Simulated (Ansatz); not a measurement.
Reaction (ligand exchange at the Si–O bond): `OCBO[SiH3]` + `[OH][SnH2][Cl]` → `[SiH3][O][SnH2][Cl]` + `OBCO`

Calculated with Ansatz (gas phase, PBE0-D4/def2-TZVP geometries, no zero-point term in ΔE). CCSD(T)/CBS is the MP2 limit (def2-TZVPP, def2-QZVPP) plus CCSD(T) − MP2 in def2-TZVPP, frozen cores. Functionals use def2-TZVPP. def2 core potentials past Kr. For Sn outer-core shells are correlated without core-valence functions, which leaves a few kJ/mol of doubt a bond. One conformer a species, not always the lowest.

`OCBO[SiH3]`:

```xyz
12

O     2.689    0.629   -0.524
C     1.443    0.937    0.072
B     0.377   -0.176   -0.222
O    -0.869   -0.007    0.280
Si   -2.237   -0.932    0.191
H     3.310    1.332   -0.320
H     1.526    1.047    1.166
H     1.041    1.899   -0.290
H     0.640   -1.155   -0.870
H    -1.970   -2.172   -0.582
H    -2.657   -1.268    1.572
H    -3.293   -0.132   -0.474
```

`[OH][SnH2][Cl]`:

```xyz
6

O     1.401    0.580   -0.296
Sn   -0.444   -0.054   -0.220
Cl   -0.486   -1.815    1.304
H     1.769    0.797    0.563
H    -1.470    1.145    0.418
H    -0.770   -0.654   -1.769
```

`[SiH3][O][SnH2][Cl]`:

Cartesian coordinates in Å:
```
Si 0.649 -1.328 -0.699
O 0.265 0.263 -0.712
Sn -0.569 1.526 0.507
Cl -1.538 0.238 2.180
H -0.571 -2.178 -0.718
H 1.457 -1.608 -1.914
H 1.448 -1.679 0.508
H -1.802 2.304 -0.357
H 0.661 2.462 1.206
```

`OBCO`:

Cartesian coordinates in Å:
```
O 0.849 -1.167 -0.551
B -0.324 -0.716 -0.042
C -0.401 0.802 0.315
O 0.770 1.553 0.067
H 0.860 -2.103 -0.759
H -1.252 -1.462 0.121
H -1.249 1.244 -0.233
H -0.684 0.894 1.376
H 1.430 0.955 -0.294
```

```
         level  ΔE (eV)
       ωB97X-V    -0.29
MP2/def2-TZVPP    -0.30
```

(1) What does CCSD(T)/CBS give? (An estimate is asked.)

Largest T1 diagnostic among the species: 0.013.

Results:

(1) Ansatz gave: -0.30 eV. The listed levels differ from it by 0.01, 0.00 eV.

In def2-TZVPP, CCSD(T) changes the Hartree–Fock value by −0.06 eV (the triples alone add −0.01 eV) and MP2 by −0.06 eV. The D4 term adds −0.04 eV with B3LYP and −0.02 eV with PBE0; it sums over pairs of atoms, weighted by their polarisabilities, and B3LYP, whose exchange is more repulsive, gets the larger term.

B3LYP here is the variant with VWN-RPA as its local correlation; programs differ in this.
